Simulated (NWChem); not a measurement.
System: BNH4O; SMILES NBO

NWChem input:

```
start job
memory heap 200 mb stack 900 mb global 1100 mb
geometry units angstroms noautosym nocenter noautoz
  B     -0.491709    -0.057021     0.000000
  H     -1.701693    -0.069952     0.000000
  O      0.134649    -1.270249     0.000000
  H      1.095013    -1.213719     0.000000
  N      0.180534     1.178576     0.000000
  H     -0.324386     2.053198     0.000000
  H      1.185835     1.293574     0.000000
end
basis spherical
  * library sto-3g
end
dft
  xc hfexch
  iterations 150
end
property
  shielding
  efieldgrad
end
task dft property
```

Output (shortened):

```
             Northwest Computational Chemistry Package (NWChem) 7.3.0
             --------------------------------------------------------

                             Geometry "geometry" -> ""
                             -------------------------

 Output coordinates in angstroms (scale by  1.889725989 to convert to a.u.)

  No.       Tag          Charge          X              Y              Z
 ---- ---------------- ---------- -------------- -------------- --------------
    1 B                    5.0000    -0.49170900    -0.05702100     0.00000000
    2 H                    1.0000    -1.70169300    -0.06995200     0.00000000
    3 O                    8.0000     0.13464900    -1.27024900     0.00000000
    4 H                    1.0000     1.09501300    -1.21371900     0.00000000
    5 N                    7.0000     0.18053400     1.17857600     0.00000000
    6 H                    1.0000    -0.32438600     2.05319800     0.00000000
    7 H                    1.0000     1.18583500     1.29357400     0.00000000

 Effective nuclear repulsion energy (a.u.)      67.5389212787

  xc_inp: hfexch multiplicative factor not found.
                              NWChem Property Module
                              ----------------------

  itol2e modified to match energy
  convergence criterion.

                                 NWChem DFT Module
                                 -----------------

 Summary of "ao basis" -> "ao basis" (spherical)
 ------------------------------------------------------------------------------
       Tag                 Description            Shells   Functions and Types
 ---------------- ------------------------------  ------  ---------------------
 B                           sto-3g                  3        5   2s1p
 H                           sto-3g                  1        1   1s
 O                           sto-3g                  3        5   2s1p
 N                           sto-3g                  3        5   2s1p

  itol2e modified to match energy
  convergence criterion.

            General Information
            -------------------
          SCF calculation type: DFT
          Wavefunction type:  closed shell.
          No. of atoms     :     7
          No. of electrons :    24
           Alpha electrons :    12
            Beta electrons :    12
          Charge           :     0
          Spin multiplicity:     1
          Use of symmetry is: off; symmetry adaption is: off
          Maximum number of iterations: 150
          AO basis - number of functions:    19
                     number of shells:    13
          Convergence on energy requested:  1.00D-07
          Convergence on density requested:  1.00D-05
          Convergence on gradient requested:  5.00D-04

              XC Information
              --------------
                     Hartree-Fock (Exact) Exchange  1.000

      Superposition of Atomic Density Guess
      -------------------------------------

 Sum of atomic energies:        -153.41810811

      Non-variational initial energy
      ------------------------------

 Total energy =    -153.944234
 1-e energy   =    -345.377458
 2-e energy   =     123.894303
 HOMO         =      -0.170978
 LUMO         =       0.334936

   convergence    iter        energy       DeltaE   RMS-Dens  Diis-err
 ---------------- ----- ----------------- --------- --------- ---------
 d= 0,ls=0.0,diis     1   -154.3057751085 -2.22D+02  3.14D-02  2.91D-01
 d= 0,ls=0.0,diis     2   -154.3558580834 -5.01D-02  7.37D-03  1.98D-02
 d= 0,ls=0.0,diis     3   -154.3590860398 -3.23D-03  2.14D-03  8.93D-04
 d= 0,ls=0.0,diis     4   -154.3592886633 -2.03D-04  2.57D-04  1.42D-05
 d= 0,ls=0.0,diis     5   -154.3592915176 -2.85D-06  7.33D-05  9.86D-07
 d= 0,ls=0.0,diis     6   -154.3592918239 -3.06D-07  3.01D-05  9.90D-08
 d= 0,ls=0.0,diis     7   -154.3592918561 -3.23D-08  4.46D-06  2.09D-09

[...]

          -----------------------------------------
          Chemical Shielding Tensors (GIAO, in ppm)
          -----------------------------------------

                                NWChem CPHF Module
                                ------------------

  scftype          =     RHF
  nclosed          =       12
  nopen            =        0
  variables        =       84
  # of vectors     =        3
  tolerance        = 0.10D-03
  level shift      = 0.00D+00
  max iterations   =       50
  max subspace     =       30

 SCF residual:    7.1236237212371436E-006

Iterative solution of linear equations
  No. of variables       84
  No. of equations        3
  Maximum subspace       30
        Iterations       50
       Convergence  1.0D-04

   iter   nsub   residual    time
   ----  ------  --------  ---------
     1      3    1.15D+00       0.6
     2      6    1.39D-01       0.6
     3      9    1.39D-02       0.7
     4     12    2.36D-03       0.7
     5     15    5.71D-04       0.8
     6     18    7.11D-05       0.9

      Atom:    1  B
        Diamagnetic
    200.6695      0.9572     -0.0000
      0.9572    208.9012      0.0000
     -0.0000      0.0000    189.5002

        Paramagnetic
   -117.1102     -0.8802     -0.0000
     -0.8802   -105.6413     -0.0000
     -0.0000     -0.0000    -50.7849

        Total Shielding Tensor
     83.5592      0.0770     -0.0000
      0.0770    103.2599     -0.0000
     -0.0000     -0.0000    138.7153

           isotropic =     108.5115
          anisotropy =      45.3058

          Principal Components and Axis System
                 1           2           3
              138.7153    103.2602     83.5589

      1         0.0000      0.0039      1.0000
      2         0.0000      1.0000     -0.0039
      3         1.0000      0.0000      0.0000

      Atom:    2  H
        Diamagnetic
     39.6028      0.5810      0.0000
      0.5810     28.9837     -0.0000
      0.0000     -0.0000     26.9954

        Paramagnetic
     -8.9643      0.3485     -0.0000
      0.3485      0.1585     -0.0000
     -0.0000     -0.0000      0.0953

        Total Shielding Tensor
     30.6385      0.9294     -0.0000
      0.9294     29.1422     -0.0000
     -0.0000     -0.0000     27.0907

           isotropic =      28.9571
          anisotropy =       3.1895

          Principal Components and Axis System
                 1           2           3
               31.0834     28.6972     27.0907

      1         0.9020     -0.4318      0.0000
      2         0.4318      0.9020      0.0000
      3         0.0000      0.0000      1.0000

      Atom:    3  O
        Diamagnetic
    388.2366    -11.6126     -0.0000
    -11.6126    386.0115      0.0000
     -0.0000      0.0000    358.1338

        Paramagnetic
   -127.9813     11.6624     -0.0000
     11.6624    -72.4625     -0.0000
     -0.0000     -0.0000     57.4222

        Total Shielding Tensor
    260.2553      0.0498     -0.0000
      0.0498    313.5490     -0.0000
     -0.0000     -0.0000    415.5560

           isotropic =     329.7868
          anisotropy =     128.6539

          Principal Components and Axis System
                 1           2           3
              415.5560    313.5490    260.2553

      1         0.0000      0.0009      1.0000
      2         0.0000      1.0000     -0.0009
      3         1.0000      0.0000      0.0000

      Atom:    4  H
        Diamagnetic
     43.6666     -3.5143     -0.0000
     -3.5143     26.2579      0.0000
     -0.0000      0.0000     20.2921

        Paramagnetic
     -6.1028      0.7714      0.0000
      0.7714      3.2361     -0.0000
      0.0000     -0.0000      6.9187

        Total Shielding Tensor
     37.5638     -2.7429      0.0000
     -2.7429     29.4940     -0.0000
      0.0000     -0.0000     27.2108

           isotropic =      31.4229
          anisotropy =      10.4774

          Principal Components and Axis System
                 1           2           3
               38.4078     28.6500     27.2108

      1         0.9558      0.2941      0.0000
      2        -0.2941      0.9558      0.0000
      3         0.0000      0.0000      1.0000

      Atom:    5  N
        Diamagnetic
    319.9372      3.5172     -0.0000
      3.5172    325.7915     -0.0000
     -0.0000     -0.0000    293.5624

        Paramagnetic
    -52.5075     20.1507     -0.0000
     20.1507    -39.5955     -0.0000
     -0.0000     -0.0000      3.3506

        Total Shielding Tensor
    267.4296     23.6679     -0.0000
     23.6679    286.1960     -0.0000
     -0.0000     -0.0000    296.9130

           isotropic =     283.5129
          anisotropy =      28.1400

          Principal Components and Axis System
                 1           2           3
              302.2729    296.9130    251.3528

      1         0.5619      0.0000      0.8272
      2         0.8272      0.0000     -0.5619
      3         0.0000      1.0000      0.0000

      Atom:    6  H
        Diamagnetic
     28.7912     -6.9866     -0.0000
     -6.9866     40.6494     -0.0000
     -0.0000     -0.0000     22.0164

        Paramagnetic
      0.8924      2.5343      0.0000
      2.5343     -2.2559     -0.0000
      0.0000     -0.0000      2.2249

        Total Shielding Tensor
     29.6835     -4.4523      0.0000
     -4.4523     38.3935     -0.0000
      0.0000     -0.0000     24.2413

           isotropic =      30.7728
          anisotropy =      14.2407

          Principal Components and Axis System
                 1           2           3
               40.2665     27.8104     24.2413

      1        -0.3878      0.9218      0.0000
      2         0.9218      0.3878      0.0000
      3         0.0000      0.0000      1.0000

      Atom:    7  H
        Diamagnetic
     42.7439      3.5091     -0.0000
      3.5091     27.2806      0.0000
     -0.0000      0.0000     21.8888

[...]
```

Level: Hartree-Fock/STO-3G, GIAO. STO-3G and 3-21G are far too small for this property and stand as cheap habits. Structure relaxed at the PBE0/def2-SVP level. NWChem prints the field gradient with the sign opposite to the second derivative of the potential. The printed shielding anisotropy is the first printed principal value minus the mean of the other two.
